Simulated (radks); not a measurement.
The silicon anion Si4-, [Ar], held by a Watson sphere: a shell of charge +4 at radius R that stands for the Madelung well of a crystal (potential energy -4/R inside, -4/r outside, in hartree with lengths in bohr). Method: non-relativistic Kohn-Sham, PBE, spin-polarised, spherical densities, point nucleus; computed with a radial shooting solver on a logarithmic mesh with Libxc functionals. Response by self-consistent Sternheimer equations with the Hartree and adiabatic LDA kernel. The sphere does not respond.

R (bohr)  e(2p) (eV)  e(3s) (eV)  e(3p) (eV)  <r> 3p (bohr)  sum of <r^2> (bohr^2)  X-ray form factor at sin(theta)/lambda = 0.2 1/angstrom  alpha (bohr^3)
1.84         -93.819     -16.007      -8.236          2.305                  49.35                                                   10.466           29.70
2.79         -91.915     -12.465      -6.446          2.815                  70.46                                                    9.622           59.49
3.17         -92.082     -11.390      -5.768          3.024                  80.19                                                    9.475           79.43
3.34         -92.169     -10.973      -5.486          3.118                  84.75                                                    9.437           90.36
3.74         -92.347     -10.137      -4.884          3.340                  95.98                                                    9.403           122.1
4.37         -92.521      -9.177      -4.110          3.699                  115.3                                                    9.443           193.5
